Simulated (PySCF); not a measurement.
Orbital gap (eV) of eight silicon and germanium compounds: PBE beside HF, computed with PySCF for isolated molecules in the bases named; differences from unrounded values. The eight are the first of their class met in an unordered collection, after screening for sound electronic states; none was chosen by its value. Each molecule has one DFT geometry for both levels.

| molecule | basis | HF | PBE | difference |
|---|---|---|---|---|
| C₄H₁₀OSi, SMILES CCC([SiH2]C)=O | def2-TZVP | 13.46 | 3.17 | -10.29 |
| B(GeH3)2(H) (BGe2H7), SMILES [GeH3][BH][GeH3] | def2-TZVP | 11.23 | 3.08 | -8.15 |
| GeF2ClBr, SMILES [F][Ge]([Cl])([F])[Br] | def2-TZVP | 14.50 | 4.99 | -9.51 |
| Si(F)(Me)2(SH) (C2H7FSSi), SMILES [Si](C)(S)(C)F | def2-TZVP | 13.33 | 5.47 | -7.86 |
| C2H8O2Si, SMILES C[Si@H](O)CO | def2-TZVP | 14.15 | 5.20 | -8.95 |
| CH₃F₃OSi, SMILES FC[Si](O)(F)F | def2-TZVP | 17.03 | 7.01 | -10.02 |
| Si(H)(F)2(Et) (C₂H₆F₂Si), SMILES C([SiH](F)F)C | def2-TZVP | 15.89 | 7.44 | -8.45 |
| CH₄ClFOSi₂, SMILES O=C([SiH2]F)[SiH2]Cl | def2-TZVP | 11.83 | 2.02 | -9.82 |

PBE lies below HF in 8 and above it in 0 of the eight; the mean signed difference is -9.13 and the largest -10.29 eV.
